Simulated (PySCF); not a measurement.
**Do core-level shifts follow atomic charges?**

Compound: C4H9F3Si2.
Z-matrix (Å and degrees, PBE0-D3(BJ)/def2-SVP geometry), rows numbered from 1:
```
F 
C   1  1.3351
F   2  1.3469  1  106.99
F   2  1.3354  1  107.35  3   114.49
C   2  1.5148  1  111.79  3  -122.45
C   5  1.5382  2  110.99  1  -176.88
Si  6  1.9166  5  111.53  2   -77.96
Si  7  2.3414  6   92.99  5   -24.73
C   5  1.5386  2  110.95  1    57.82
H   5  1.1037  2  103.95  1   -59.58
H   6  1.1025  5  107.95  2   165.59
H   6  1.1005  5  111.04  2    49.20
H   7  1.4923  6  113.17  5    94.49
H   7  1.4953  6  110.18  5  -143.70
H   8  1.4956  7  115.49  6  -113.12
H   8  1.4924  7  115.54  6   118.64
H   9  1.1005  5  111.03  2   -48.15
H   9  1.1024  5  107.99  2  -164.50
```

Binding energies: delta-SCF UKS SCAN, pcX-2 on the ionised atom, pcseg-1 elsewhere, spin-free X2C (PySCF 2.14.0). Charges: PBE0/pcSseg-1 ground-state density, for the ionised atom.

```
atom                  environment  C 1s (eV)  Mulliken (e)  IAO (e)  Hirshfeld (e)  ESP (e)
  C6  sp3 carbon bound to silicon     290.43        -0.464   -0.530         -0.162   -0.251
  C5                sp3 CH carbon     291.55        -0.408   -0.141         -0.051   -0.116
  C2                   CF3 carbon     297.95        +0.863   +0.801         +0.261   +0.584
```

Task: How well does each charge scheme correlate with the binding energies over these sites?

Result: ESP: r = 1.00, slope 9.0 eV per e; Mulliken: r = 0.99, slope 5.4 eV per e; Hirshfeld: r = 0.99, slope 18.4 eV per e; IAO: r = 0.99, slope 5.9 eV per e. On 3 points no scheme stands out.

Task: The point-charge model writes a binding energy as kq + V + constant, with V the potential of the other atoms' charges at the site. What does it give with the Hirshfeld charges?

Result: V = Σ 14.40 eV Å × q/r over all other atoms: +2.18 eV at C6, +0.80 eV at C5, -2.95 eV at C2. Fitting binding energy − V to q gives k = 30.4 eV per e and leaves an rms residual of 0.38 eV, against 0.39 eV for the fit on q alone. The model has no term for differences in relaxation between sites.

The structure is a single PBE0-D3(BJ)/def2-SVP conformer in the gas phase; no vibrational or solvent corrections.
